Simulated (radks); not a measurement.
Valence configurations of W III (all share [Xe]). All-electron calculation, scalar-relativistic Kohn-Sham, PBEsol, spin-polarised, spherical densities, finite nucleus; open shells are filled with parallel spins first (spin-orbit coupling, left out, can overturn this in heavy ions); Fermi nuclear charge, rms radius 5.3658 fm. Program: a radial shooting solver on a logarithmic mesh with Libxc functionals. Energies are relative to 4f14 5d4; eigenvalues in eV for spin up.

[
 {"valence": "4f14 5d4", "E (eV)": "0.000", "moment (Bohr magnetons)": "4", "e(4f)": "-49.252", "e(5d)": "-20.985", "e(6p)": "-", "e(6s)": "-"},
 {"valence": "4f14 5d3.5 6s0.5", "E (eV)": "0.548", "moment (Bohr magnetons)": "4", "e(4f)": "-50.836", "e(5d)": "-22.012", "e(6p)": "-", "e(6s)": "-20.754"},
 {"valence": "4f14 5d3 6s1", "E (eV)": "1.264", "moment (Bohr magnetons)": "4", "e(4f)": "-52.455", "e(5d)": "-23.046", "e(6p)": "-", "e(6s)": "-21.443"},
 {"valence": "4f14 5d3.5 6p0.5", "E (eV)": "3.969", "moment (Bohr magnetons)": "4", "e(4f)": "-51.567", "e(5d)": "-22.598", "e(6p)": "-14.319", "e(6s)": "-"},
 {"valence": "4f14 5d3 6p1", "E (eV)": "8.282", "moment (Bohr magnetons)": "4", "e(4f)": "-53.909", "e(5d)": "-24.195", "e(6p)": "-15.224", "e(6s)": "-"},
 {"valence": "4f14 5d2 6s1 6p1", "E (eV)": "10.593", "moment (Bohr magnetons)": "4", "e(4f)": "-57.240", "e(5d)": "-26.252", "e(6p)": "-16.187", "e(6s)": "-23.567"},
 {"valence": "4f13.5 5d4 6s0.5", "E (eV)": "15.650", "moment (Bohr magnetons)": "5", "e(4f)": "-55.706", "e(5d)": "-22.922", "e(6p)": "-", "e(6s)": "-21.071"},
 {"valence": "4f13 5d4 6s1", "E (eV)": "33.814", "moment (Bohr magnetons)": "6", "e(4f)": "-62.411", "e(5d)": "-24.924", "e(6p)": "-", "e(6s)": "-22.066"},
 {"valence": "4f12 5d5 6s1", "E (eV)": "73.526", "moment (Bohr magnetons)": "8", "e(4f)": "-72.829", "e(5d)": "-26.745", "e(6p)": "-", "e(6s)": "-22.600"},
 {"valence": "4f12 5d6", "E (eV)": "73.529", "moment (Bohr magnetons)": "6", "e(4f)": "-69.463", "e(5d)": "-24.066", "e(6p)": "-", "e(6s)": "-"}
]

NIST lists [Xe] 4f14 5d4 as the ground configuration; this level of theory agrees among the configurations tried. The energies are those of spherical high-spin densities, not of single terms.
